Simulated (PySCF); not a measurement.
A calculated (MN15, PySCF 2.14, x2c-TZVPall, the spin-free X2C one-electron Hamiltonian (Gaussian nucleus)) atom or ion has these occupied shells.

| shell | electrons | orbital energy (eV) | rms radius, mean of both spins (bohr) |
| --- | --- | --- | --- |
| 1s α | 1 | -32967.0 | 0.0311 |
| 1s β | 1 | -32967.0 | 0.0311 |
| 2s α | 1 | -5063.4 | 0.127 |
| 2s β | 1 | -5063.2 | 0.127 |
| 2p α | 3 | -4576.4 | 0.113 |
| 2p β | 3 | -4576.3 | 0.113 |
| 3s α | 1 | -1021.4 | 0.340 |
| 3s β | 1 | -1021.3 | 0.340 |
| 3p α | 3 | -864.91 | 0.337 |
| 3p β | 3 | -864.90 | 0.337 |
| 3d β | 5 | -618.36 | 0.314 |
| 3d α | 5 | -618.36 | 0.314 |
| 4s α | 1 | -190.27 | 0.791 |
| 4s β | 1 | -190.22 | 0.791 |
| 4p α | 3 | -140.09 | 0.848 |
| 4p β | 3 | -139.95 | 0.848 |
| 4d α | 5 | -63.315 | 0.995 |
| 4d β | 5 | -63.127 | 0.995 |
| 5s α | 1 | -29.934 | 2.05 |
| 5s β | 1 | -27.486 | 2.05 |
| 5p α | 3 | -18.052 | 2.48 |
| 5p β | 1 | -16.455 | 2.48 |

Task: Name the element and its charge.

Result: I⁺ (iodine, charge +1), in [Kr] 4d10 5s2 5p4, high-spin 3P determinant.
